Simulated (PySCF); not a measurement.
Isomers of C6H6N2S, one GFN2-xTB conformer each. Single-point energies are computed at PBE0/pcSseg-1 (PySCF, gas phase, no added dispersion term), electronic only.

| SMILES | GFN2-xTB relative energy (kJ/mol) |
| --- | --- |
| CC(=S)c1ncccn1 | 0.0 |
| CC(=S)c1ccnnc1 | 76.5 |
| C#Cc1nsnc1CC | 92.7 |

Conformers: `[CH3:1][C:2](=[S:3])[c:4]1[n:5][cH:6][cH:7][cH:8][n:9]1` with C1–C2–C4–N5 180°; `[CH3:1][C:2](=[S:3])[c:4]1[cH:5][cH:6][n:7][n:8][cH:9]1` with C1–C2–C4–C5 -159°; `[CH:1]#[C:2][c:3]1[n:4][s:5][n:6][c:7]1[CH2:8][CH3:9]` with N6–C7–C8–C9 -104°.

What does PBE0/pcSseg-1 give for the same structures?

```json
{"SMILES": "CC(=S)c1ncccn1", "PBE0/pcSseg-1 E (Eh)": "-739.32048", "PBE0/pcSseg-1 (kJ/mol)": "0.0", "GFN2-xTB (kJ/mol)": "0.0", "point group": "Cs"}
{"SMILES": "CC(=S)c1ccnnc1", "PBE0/pcSseg-1 E (Eh)": "-739.28381", "PBE0/pcSseg-1 (kJ/mol)": "96.3", "GFN2-xTB (kJ/mol)": "76.5", "point group": "C1"}
{"SMILES": "C#Cc1nsnc1CC", "PBE0/pcSseg-1 E (Eh)": "-739.25893", "PBE0/pcSseg-1 (kJ/mol)": "161.6", "GFN2-xTB (kJ/mol)": "92.7", "point group": "C1"}
```

Both levels put the same isomer lowest; measured from each level's own lowest isomer, the values differ by up to 68.9 kJ/mol (C#Cc1nsnc1CC: 92.7 against 161.6). As drawn, the lowest has a C=S bond, which the highest lacks; the highest has a C≡C bond, which the lowest lacks.

Which frontier levels, dipoles and rotational constants go with these structures?

```tsv
SMILES	HOMO (eV, PBE0/pcSseg-1)	LUMO (eV)	dipole (D)	A, B, C (MHz)
CC(=S)c1ncccn1	-6.16	-2.87	4.24	3121, 1039, 783.3
CC(=S)c1ccnnc1	-6.89	-3.28	2.32	3145, 961.4, 752.9
C#Cc1nsnc1CC	-7.43	-1.80	2.10	2036, 1297, 843.2
```
